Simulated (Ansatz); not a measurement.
```yaml
crystal:
  periodic: [false, false, false]
  atoms:
    - {symbol: Cl, position_ang: [-0.362584, -3.234083, 0.411073]}
    - {symbol: Ga, position_ang: [0.236199, -1.194676, 0.124404]}
    - {symbol: O, position_ang: [-0.736549, 0.017359, -0.645729]}
    - {symbol: Si, position_ang: [0.187549, 1.069637, 0.123024]}
    - {symbol: H, position_ang: [1.480989, 1.460524, -0.642874]}
    - {symbol: H, position_ang: [-0.499255, 1.961209, 1.081562]}
basis:
  gaussian: {orbitals: def2-SVPD, final_grid: {core_spheres: 20, valence_spheres: 16, degree: 47}}
total_charge: 1
magnetization: {spin_polarized: true, initial_magnetization: 1}
hamiltonian: {xc: {name: HF}}
correlation: {active_space: {window: {electrons: 3, orbitals: 2}}}
output: {forces: true}
```

```sh
$ ansatz run in.yaml --threads 2 --pin off --events-out ev --progress --plain --max-ram 4352MiB
```

Question: How does Ansatz answer? (Estimate.)

Answer: The calculation gave: The program refused the input.
```
Error: invalid value for `correlation.active_space`: it starts from restricted Hartree–Fock orbitals; set hamiltonian.xc: hf without magnetization.spin_polarized
```
